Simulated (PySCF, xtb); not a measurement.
(E)-1-bromo-1-chloro-2-fluoroethene (C₂HBrClF), SMILES F/C=C(\Cl)Br.

GFN2-xTB in xtb 6.7.1 at its own geometry gives an orbital gap of 4.17 eV and a dipole moment of 1.24 D.

The structure is a stationary point at TPSSh-D3(BJ)/def2-SVP.

Question: What does PySCF with PBE/def2-TZVP give? (The exact figures need the calculation; the answer reports its results.)

Answer: gap 4.40 eV (levels -6.14 and -1.74 eV), dipole 1.06 D.
